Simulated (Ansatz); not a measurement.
`OBCl` + H₂Se → `ClB[SeH]` + H₂O at 298.15 K and 1 bar (ligand exchange at a B–O bond).

Computed with Ansatz on PBE0-D4/def2-TZVP structures; ΔE is electronic, products minus reactants. CCSD(T)/CBS is the MP2 limit (def2-TZVPP, def2-QZVPP) plus CCSD(T) − MP2 in def2-TZVPP, frozen cores. This one scheme is used for every species. For Se outer-core shells are correlated without core-valence functions, which leaves a few kJ/mol of doubt a bond. Scalar relativity is left out up to krypton. One conformer a species, not always the lowest.

```csv
species,CCSD(T)/CBS energy (Eh),H − E (kJ/mol),S (J/(mol·K))
`OBCl`,-561.03999,87.8,264.5
H₂Se,-2401.89790,45.8,219.1
`ClB[SeH]`,-2886.53463,71.9,292.7
H₂O,-76.37941,66.4,188.7
```

H − E and S are ideal-gas, rigid-rotor, harmonic terms from PBE0-D4/def2-TZVP, for one conformer and one mirror image of each species. 1 Eh = 2625.50 kJ/mol, R = 8.31446 J/(mol·K).

**Question.** By hand: ΔE, ΔH, ΔS and ΔG.

**Answer.** ΔE = (-2886.53463) + (-76.37941) − (-561.03999) − (-2401.89790) = 0.02385 Eh = 62.6 kJ/mol. Δ(H − E) = 71.9 + 66.4 − 87.8 − 45.8 = 4.7, so ΔH = 67.3 kJ/mol. ΔS = 292.7 + 188.7 − 264.5 − 219.1 = -2.2 J/(mol·K). ΔG = 67.3 − 298.15 × (-2.2)/1000 = 68.0 kJ/mol.

**Question.** By hand: the equilibrium constant, and the temperature at which ΔG would vanish if ΔH and ΔS stayed fixed.

**Answer.** log₁₀ K = −ΔG/(RT ln 10) = -11.9. ΔH and −TΔS have one sign here, so there is no such temperature.

The number of gas molecules stays the same, so ΔS is small and ΔH decides. A doubt of 5 kJ/mol in ΔE shifts log₁₀ K by 0.9 here. Other conformers and mirror images would add mixing entropy, several J/(mol·K) or more a flexible species. These are equilibria of isolated gas molecules and say nothing of rates. Largest T1 diagnostic: 0.012 (customary marks: 0.02 for closed shells, 0.045 for open ones).

ΔS is within the doubt of such terms, so its sign, and with it that verdict, could turn.
